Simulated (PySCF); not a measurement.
# What a mistake does to a calculation on AlClGeH4N cation

All numbers below are calculated, not measured. The program is PySCF 2.14.0, an open-source quantum chemistry code, run on an isolated molecule that a program drew, which may never have been made. The molecule is AlClGeH4N cation (charge +1, singlet), drawn as the SMILES string `[Cl][AlH][NH][GeH2+]`.

Each row is a Hartree-Fock (HF) and frozen-core CCSD(T) single point in the cc-pV(D+d)Z basis, meant for a local HF minimum. Run 1 is clean. Each other run has one planted mistake out of seven kinds, and not every kind appears here: one electron removed, one electron added, multiplicity raised by two, geometry at a saddle point, minimal basis STO-3G, one bond length entered in bohr, all coordinates scaled. The reference is restricted for singlets and unrestricted otherwise, and also for a bond in bohr. Adding or removing an electron swaps singlet and doublet. Electrons count all cores. HOMO and LUMO are orbital energies over both spins, the gradient is its largest component, and the lowest frequency (negative if imaginary) is given only where the gradient is small. Bond lengths are over the 7 bonds as drawn. T1 is the CCSD diagnostic: over 0.02 (restricted) or 0.045 (unrestricted) a single reference is doubtful. Germanium has the cc-pVDZ-PP basis, with a core potential (ECP10MDF) in place of its 10 inner electrons, and its 3s, 3p and 3d shells are frozen in CCSD(T).

Geometry of the clean run:
```xyz
8
AlClGeH4N cation, angstrom
Cl    0.0926    1.2572    0.0201
Al   -1.7907    0.7437    0.7417
N    -2.3659   -0.8536   -0.0068
Ge   -1.6061   -1.9176   -1.1534
H    -2.7197    1.4592    1.7494
H    -3.2776   -1.1751    0.2919
H    -2.3445   -3.1635   -1.5761
H    -0.2439   -1.5606   -1.6821
```

```
run  electrons  basis functions  <S^2>  HOMO (eV)  LUMO (eV)  gradient (hartree/bohr)  lowest frequency (cm^-1)  mean bond (Å)  longest bond (Å)      T1  HF (hartree)  CCSD(T) (hartree)                          mistake
  1         72              103  0.000     -16.43      -4.65                  4.5e-05                        90         1.6066             2.081  0.0166   -1051.43897        -1051.94131                         no fault
  2         71              103  0.759     -22.05     -13.43                  8.2e-02                         -         1.6066             2.081  0.0378   -1050.89125        -1051.36710             one electron removed
  3         72              103  0.000     -15.96      -4.82                  5.6e-02                         -         1.7416             2.256  0.0226   -1051.39119        -1051.90925           all coordinates scaled
  4         72              103  0.284     -12.45      -5.41                  1.9e-02                         -         1.8424             3.506  0.0478   -1051.30592        -1051.82416  one bond length entered in bohr
  5         73              103  0.766      -6.06       1.79                  6.1e-02                         -         1.6066             2.081  0.0164   -1051.63487        -1052.14754               one electron added
  6         72              103  2.030     -12.38      -6.95                  1.0e-01                         -         1.6066             2.081  0.0158   -1051.31473        -1051.77986                                ?
```

**Which mistake was planted in run 6, and what did it cost?**

Electrons, basis and geometry are unchanged, and <S^2> is 2.030, beside S(S+1) = 2.00 for a multiplicity of 3. So the mistake is: multiplicity raised by two. Subtracting run 1 and multiplying by 627.51 kcal/mol a hartree, the energy moved by 78.0 kcal/mol in HF and 101.3 kcal/mol in CCSD(T).

Cautions from the logs. Run 3: T1 is over the limit, so its CCSD(T) energy is less reliable; run 4: T1 is over the limit, so its CCSD(T) energy is less reliable.
